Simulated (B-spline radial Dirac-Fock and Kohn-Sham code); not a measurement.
Nd²⁺: K-LL lines in intermediate coupling

System: neodymium as Nd²⁺, configuration [Xe] 4f4.

Model: Dirac-Fock ΔSCF + Breit + QED. Program: a radial B-spline solver. The two-hole levels come from diagonalising the Coulomb interaction among the jj configurations; intensities are independent-particle Coulomb rates. Kinetic energies are from the vacuum level. Correlation and solid-state effects are left out. Open outer shells are spectators and are not coupled to the holes. The rates lack the Breit term, which in heavy atoms raises K-L1L1 and K-L1L2. Labels follow the leading weight; the literature often keeps the label of the LS limit.

| kinetic energy (eV) | J | leading jj holes (weight) | leading LS term (weight) |
| --- | --- | --- | --- |
| 29113.3 | 0 | L1L1 (0.99) | ¹S0 (0.99) |
| 29525.9 | 1 | L1L2 (0.99) | ³P1 (0.58) |
| 29561.9 | 0 | L1L2 (1.00) | ³P0 (1.00) |
| 29896.3 | 0 | L2L2 (0.99) | ³P0 (0.63) |
| 30022.0 | 1 | L1L3 (0.99) | ¹P1 (0.58) |
| 30082.7 | 2 | L1L3 (1.00) | ³P2 (1.00) |
| 30425.1 | 2 | L2L3 (1.00) | ¹D2 (0.69) |
| 30446.3 | 1 | L2L3 (1.00) | ³P1 (1.00) |
| 30918.7 | 0 | L3L3 (1.00) | ¹S0 (0.63) |
| 30957.3 | 2 | L3L3 (1.00) | ³P2 (0.69) |

The intensity is shared as follows: 30425.1 eV 40.8 %, 30957.3 eV 14.7 %, 29525.9 eV 14.0 %, 30022.0 eV 11.8 %, 29113.3 eV 9.4 %, 30082.7 eV 2.9 %, 29896.3 eV 2.6 %, 30918.7 eV 2.5 %, 29561.9 eV 1.4 %, 30446.3 eV 0.1 %.

The strongest line, by its leading LS label ¹D2, lies at 30425.1 eV. The mean weight of the leading component is 1.00 in jj and 0.78 in LS coupling, so jj labels describe these levels better.

Values without a named source are computed, but for edge energies of neutral atoms, which are taken from tables.
